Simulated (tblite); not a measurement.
A structure optimised at GFN2-xTB (Å):
```
atom  x, y, z in Å
C1     2.2866   -0.7918   -1.4117
C2     1.9275   -0.2086   -0.1284
C3     0.9873    0.3407    0.5590
C4    -0.4417    0.6298    0.0368
C5    -0.7418    2.1145    0.1902
C6    -1.3479   -0.2304    0.8878
C7    -1.5109   -1.6448    0.3874
O8    -1.8557    0.1683    1.9085
H9     1.6394   -1.6374   -1.6587
H10    3.3162   -1.1563   -1.3909
H11    2.2164   -0.0423   -2.2034
H12    1.1274    0.6705    1.5796
H13   -0.4943    0.3233   -1.0100
H14   -1.7127    2.3447   -0.2443
H15   -0.7674    2.3784    1.2446
H16    0.0176    2.7104   -0.3108
H17   -2.0997   -1.6384   -0.5284
H18   -0.5353   -2.0712    0.1657
H19   -2.0207   -2.2504    1.1319
```

Doublet state.

Q: Which heavy atoms are bonded, and with what formal order?

A: C1–C2 1.45 Å (single); C2–C3 1.29 Å (double); C3–C4 1.55 Å (single); C4–C5 1.52 Å (single); C4–C6 1.51 Å (single); C6–C7 1.51 Å (single); C6–O8 1.21 Å (double). Bonds to hydrogen (Å): C1–H9 1.09; C1–H10 1.09; C1–H11 1.09; C3–H12 1.08; C4–H13 1.09; C5–H14 1.09; C5–H15 1.09; C5–H16 1.09; C7–H17 1.09; C7–H18 1.09; C7–H19 1.09. The orders are those of one drawing; other resonance forms can be drawn.

Q: Give the structure as a SMILES string.

A: `C/[C]=C\[C@H](C)C(C)=O`, C7H11O.

Q: What is the point group of this geometry?

A: C1 (no symmetry element, even within 0.4 Å).

Q: Classify the heavy atoms.

A: C1: carbon bonded to C and 3 H; C2: carbon bonded to 2 C; C3: carbon bonded to 2 C and H; C4: carbon bonded to 3 C and H; C5: carbon bonded to C and 3 H; C6: carbon bonded to 2 C and O; C7: carbon bonded to C and 3 H; O8: oxygen bonded to C.

Q: What is the arrangement about C6?

A: It has 3 neighbours (C4, C7, O8) and is planar (angles 123.0°, 122.7° and 114.3°, sum 359.9°, 0.02 Å off the plane of its three neighbours).

Q: What is the arrangement about C7?

A: It has 4 neighbours (C6, H17, H18, H19) and is tetrahedral (angles from 108.4° to 110.2°).

The numbers are calculated, not measured.
